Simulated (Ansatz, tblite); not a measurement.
Forces on Cd₁₁H₂₈S₁₁ at its PBE-D4/def2-SVP, loosely relaxed geometry. The state is a singlet with charge 0.

In the def2 sets Cd takes a core potential; there is no spin–orbit coupling. The xTB rows come from tblite. Single mean-field runs in def2-SVP are fitted with def2-universal-jkfit. The geometry of the charge 0 singlet is only loosely relaxed. In the singlet geometry the species has come apart into loosely held pieces. In the singlet, H40 and H41 lie 0.77 Å apart, H45 and H47 lie 0.77 Å apart, H46 and H49 lie 0.78 Å apart (atoms count from 1), so H2 has formed as a molecule.

GFN2-xTB (tblite), largest force 1.26 eV/Å:

```xyz
50
positions Å, forces eV/Å
Cd    4.326   -1.127    1.596   -0.368   -0.245    0.307
S     3.290    1.154    3.554    0.130   -0.125    0.762
Cd    1.840   -3.411    2.202    0.319    0.024    0.060
S    -0.953   -4.105    1.372   -0.209   -0.788    0.346
S     1.347   -0.930    2.161    0.209   -0.099    0.099
Cd   -1.196   -0.735    2.674   -0.052   -0.289    0.093
Cd    1.429    3.257    2.724   -0.001    0.281    0.168
S    -0.926    2.083    2.642   -0.254    0.404    0.714
Cd   -3.346   -2.963   -0.017   -0.256    0.072   -0.191
S    -2.602   -0.599    0.491   -0.239   -0.052   -0.084
Cd   -4.249   -0.358   -2.063   -0.005   -0.294    0.439
Cd   -2.474    3.568    1.127   -0.094    0.282    0.130
S    -4.632    1.810    0.190   -0.666   -0.066    0.413
S     2.163   -3.262   -0.510    0.615   -0.374   -0.230
Cd    2.012   -0.450   -0.243   -0.516    0.010   -0.150
S     2.038    2.477    0.312    0.686    0.428   -0.032
Cd    1.051   -2.713   -3.006    0.081   -0.059   -0.219
S    -1.578   -2.942   -2.107   -0.302   -0.264   -0.608
S     1.053   -0.153   -2.503   -0.036   -0.181    0.088
Cd   -1.254   -0.179   -1.617    0.460   -0.074    0.276
Cd    0.916    4.102   -1.366    0.155    0.321   -0.292
S    -1.269    2.751   -1.038   -0.393    0.505   -0.487
H     5.002   -2.154    2.741   -0.061    0.187   -0.286
H     4.022   -0.161    0.152    0.442   -0.073    0.121
H     2.693    0.402    4.514    0.288    0.368   -0.394
H     4.059    1.850    4.455   -0.271   -0.327   -0.254
H     2.305   -4.771    3.096   -0.137    0.217   -0.101
H    -1.489   -4.599    2.525    0.227    0.160   -0.494
H    -0.808   -5.339    0.812   -0.073    0.477    0.251
H    -1.856   -1.416    4.107    0.135    0.193   -0.286
H     1.875    4.585    3.686   -0.122   -0.331   -0.262
H    -1.383    2.506    3.854    0.142   -0.178   -0.394
H    -4.514   -4.176    0.161    0.200    0.187    0.049
H    -5.685   -1.198   -1.826    0.279    0.156   -0.144
H    -2.850    0.438   -2.786   -0.397    0.004   -0.245
H    -3.309    4.983    1.557    0.233   -0.351   -0.113
H    -5.053    1.016    1.209    0.149    0.404   -0.448
H    -5.710    2.655    0.281    0.324   -0.377    0.017
H     3.388   -3.744   -0.858   -0.469    0.261    0.165
H     3.931    0.248   -2.932   -0.525   -0.026   -0.033
H     4.697    0.259   -2.850    0.517    0.004    0.046
H     3.329    2.914    0.275   -0.472   -0.231   -0.019
H     1.509   -3.737   -4.292   -0.102    0.251    0.294
H    -2.239   -3.212   -3.264    0.234    0.175    0.456
H    -0.445    0.588   -4.855    0.323   -0.117    0.362
H     1.554    2.218   -3.311   -0.181   -1.182    0.248
H    -0.980    0.732   -5.391   -0.345    0.088   -0.351
H     1.357    5.545   -2.139   -0.139   -0.260    0.281
H     1.695    2.949   -3.536    0.230    1.182   -0.363
H    -2.081    3.346   -1.957    0.306   -0.282    0.298
```

r2SCAN-D4/def2-SVP (Ansatz), largest force 0.39 eV/Å:

```
Cd -0.073 -0.026 0.030
S 0.055 0.058 0.382
Cd -0.008 -0.023 -0.009
S -0.088 -0.321 0.147
S 0.000 -0.101 -0.070
Cd -0.008 -0.034 0.023
Cd 0.006 0.001 0.058
S -0.081 0.142 0.229
Cd 0.014 -0.026 -0.003
S 0.027 -0.098 -0.051
Cd 0.027 -0.046 0.061
Cd -0.036 0.009 0.035
S -0.310 0.079 0.213
S 0.228 -0.081 -0.040
Cd 0.041 -0.029 0.014
S 0.198 0.185 -0.007
Cd 0.009 -0.036 -0.037
S -0.129 -0.034 -0.173
S -0.038 -0.095 0.121
Cd -0.039 -0.025 -0.026
Cd 0.077 0.061 -0.170
S -0.104 0.205 -0.141
H -0.049 0.086 -0.102
H -0.032 -0.062 0.083
H 0.096 0.111 -0.190
H -0.127 -0.124 -0.175
H -0.032 0.107 -0.058
H 0.100 0.088 -0.212
H -0.020 0.235 0.086
H 0.041 0.049 -0.091
H -0.039 -0.102 -0.080
H 0.077 -0.071 -0.213
H 0.082 0.098 -0.006
H 0.117 0.071 -0.029
H -0.058 -0.056 0.086
H 0.071 -0.104 -0.033
H 0.090 0.129 -0.194
H 0.195 -0.152 -0.022
H -0.214 0.070 0.043
H 0.333 0.004 0.027
H -0.320 0.000 -0.042
H -0.246 -0.083 -0.016
H -0.044 0.098 0.130
H 0.114 0.023 0.163
H -0.230 0.064 -0.241
H 0.051 0.326 -0.068
H 0.223 -0.058 0.219
H -0.073 -0.176 0.138
H -0.042 -0.231 0.067
H 0.168 -0.106 0.144
```

PBE0-D4/def2-SVP (Ansatz), largest force 0.47 eV/Å:

```
Cd -0.062 0.021 0.024
S 0.046 0.064 0.463
Cd -0.064 0.062 -0.063
S -0.099 -0.414 0.155
S 0.012 -0.103 -0.127
Cd 0.044 0.031 -0.088
Cd -0.040 -0.113 -0.020
S -0.082 0.189 0.243
Cd 0.104 0.045 0.007
S 0.060 -0.100 -0.100
Cd 0.029 0.005 0.053
Cd 0.038 -0.113 0.007
S -0.365 0.085 0.272
S 0.245 -0.049 -0.039
Cd 0.001 -0.030 0.011
S 0.230 0.214 0.028
Cd -0.023 0.037 0.052
S -0.137 0.004 -0.182
S -0.079 -0.120 0.211
Cd -0.010 -0.034 -0.002
Cd 0.036 -0.051 -0.094
S -0.147 0.237 -0.140
H -0.021 0.034 -0.047
H -0.051 -0.031 0.027
H 0.095 0.126 -0.236
H -0.157 -0.163 -0.243
H -0.013 0.042 -0.016
H 0.119 0.125 -0.248
H -0.019 0.296 0.093
H 0.016 0.017 -0.037
H -0.015 -0.043 -0.036
H 0.093 -0.098 -0.258
H 0.027 0.040 0.004
H 0.052 0.027 -0.015
H -0.001 -0.034 0.063
H 0.030 -0.041 -0.015
H 0.128 0.142 -0.222
H 0.262 -0.199 -0.048
H -0.262 0.095 0.065
H 0.252 0.003 0.018
H -0.252 0.000 -0.029
H -0.298 -0.110 -0.022
H -0.023 0.052 0.070
H 0.135 0.039 0.215
H -0.173 0.049 -0.184
H 0.039 0.248 -0.051
H 0.172 -0.045 0.175
H -0.050 -0.106 0.097
H -0.027 -0.193 0.034
H 0.205 -0.139 0.175
```
